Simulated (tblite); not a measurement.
Compound: C₅H₁₂GeO₂.
Atom-mapped SMILES: `[CH3:1][CH2:2][CH2:3][C@@H:4]1[CH2:5][O:6][GeH2:7][O:8]1` (hydrogens: H9, H10, H11 on C1; H12, H13 on C2; H14, H15 on C3; H16 on C4; H17, H18 on C5; H19, H20 on Ge7)

Structure used (GFN2-xTB), in Å, numbered top down from 1:
```
atom  x, y, z in Å
C1    -2.7663    0.9083    0.1949
C2    -1.6067    0.3001   -0.5832
C3    -0.5607   -0.3019    0.3491
C4     0.6365   -0.8733   -0.4085
C5     1.6975   -1.4088    0.5728
O6     2.5411   -0.3434    0.9604
Ge7    2.5342    0.9252   -0.2809
O8     1.2599    0.1170   -1.2036
H9    -2.4116    1.6959    0.8564
H10   -3.2582    0.1494    0.8003
H11   -3.5001    1.3344   -0.4849
H12   -1.1323    1.0656   -1.2000
H13   -1.9817   -0.4790   -1.2506
H14   -1.0093   -1.0999    0.9449
H15   -0.1878    0.4724    1.0278
H16    0.3075   -1.6689   -1.0860
H17    2.2924   -2.1902    0.0896
H18    1.2327   -1.8170    1.4726
H19    2.1336    2.2317    0.3525
H20    3.7741    0.9929   -1.1266
```

Computed with GFN2-xTB (tblite): harmonic, unscaled wavenumbers at the GFN2-xTB geometry, gas phase. Against measured fundamentals such values can be off by several per cent, at times by over 20. Modes of hydrogen on germanium can be 10 to 20 % off. One conformer, not necessarily the lowest.

Harmonic wavenumbers (cm⁻¹): 51.4, 81.8, 118.6, 134.8, 189.7, 237.0, 315.9, 362.8, 389.6, 457.9, 484.1, 500.0, 539.4, 594.0, 607.3, 731.7, 791.1, 804.2, 872.1, 909.6, 943.3, 976.5, 995.2, 1058.2, 1086.5, 1108.3, 1136.2, 1140.2, 1204.0, 1229.1, 1234.1, 1274.7, 1284.2, 1308.3, 1325.4, 1364.8, 1415.6, 1465.9, 1481.1, 1493.9, 1503.8, 1506.2, 1917.6, 1956.4, 2915.1, 2924.3, 2938.1, 2962.7, 2969.8, 2976.6, 2991.1, 3028.2, 3032.8, 3039.9.

A = 2744, B = 803.7, C = 713.0 MHz; mass 178.005 u (most abundant isotopes); point group C1, symmetry number 1.

What is the zero-point energy?

½Σν̃ = 35181 cm⁻¹ = 420.85 kJ/mol.

Entropy at 350 K, 1 bar (ideal gas, RRHO, classical rotation)?

Translation 176.81, rotation 126.28, vibration 138.07: S = 441.2 J/(mol K).

And Cp and H(350 K) − H(0)?

Cp = 185.41 J/(mol K), of which vibrations give 152.16 (their classical limit is 54 R = 449.0); H(350 K) − H(0) = 37.58 kJ/mol without the zero-point energy, 25.94 from vibrations.

What must be added to the electronic energy to get the Gibbs energy at 350 K and 1 bar?

ZPE + [H(350 K) − H(0)] − T·S = 420.85 + 37.58 − 154.41 = 304.02 kJ/mol.

Blend soft modes into free rotors: weight 1/[1 + (100 cm⁻¹/ν̃)⁴] for the oscillator and the rest for a rotor with moment μB/(μ + B), μ = h/(8π²ν), B = 10⁻⁴⁴ kg m². What vibrational entropy results?

128.56 J/(mol K) in place of 138.07, which changes −T·S at 350 K by +3.33 kJ/mol.

Hindered rotation and anharmonicity are outside this model. Other conformers, if any are populated, would add a mixing term that is left out. The structure is chiral; the term R ln 2 for an equal mix with its mirror image is left out.
